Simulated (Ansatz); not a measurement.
Consider the redistribution: `[OH][AlH][SiH2][SeH]` + `C=CO[SiH2]C` → `C[SiH2][SiH2][SeH]` + `C=C[O][AlH][OH]`.

Program: Ansatz. Geometries: PBE0-D4/def2-TZVP. ΔE: electronic, gas phase. CCSD(T)/CBS adds triple-zeta CCSD(T) − MP2 to the extrapolated MP2 energy (def2 sets, frozen cores). Functionals use def2-TZVPP. B3LYP here is the variant with VWN-RPA as its local correlation; programs differ in this. For Se outer-core shells are correlated without core-valence functions, which leaves a few kJ/mol of doubt a bond. Scalar relativity is left out up to krypton. One conformer a species, not always the lowest.

```
             level  ΔE (kcal/mol)  difference from CCSD(T)/CBS
            PBE-D4          -10.7                         -0.3
         r2SCAN-D4          -11.1                         -0.7
           PBE0-D4          -10.5                         -0.1
          B3LYP-D4          -10.9                         -0.5
           ωB97X-V          -10.3                          0.1
           ωB97M-V          -10.5                         -0.1
            B2PLYP          -11.1                         -0.7
               PBE          -10.8                         -0.4
            r2SCAN          -11.2                         -0.8
              PBE0          -10.6                         -0.2
             B3LYP          -11.2                         -0.8
     HF/def2-TZVPP          -10.4                          0.0
    MP2/def2-TZVPP          -11.0                         -0.6
SCS-MP2/def2-TZVPP          -10.8                         -0.4
   CCSD/def2-TZVPP          -10.6                         -0.2
CCSD(T)/def2-TZVPP          -10.5                         -0.1
     HF/def2-QZVPP          -10.5                         -0.1
    MP2/def2-QZVPP          -11.0                         -0.6
SCS-MP2/def2-QZVPP          -10.8                         -0.4
      HF/CBS(def2)          -10.5                         -0.1
     MP2/CBS(def2)          -10.9                         -0.5
    CCSD/CBS(def2)          -10.5                         -0.1
       CCSD(T)/CBS          -10.4                            0
```

Largest T1 diagnostic among the species: 0.013.
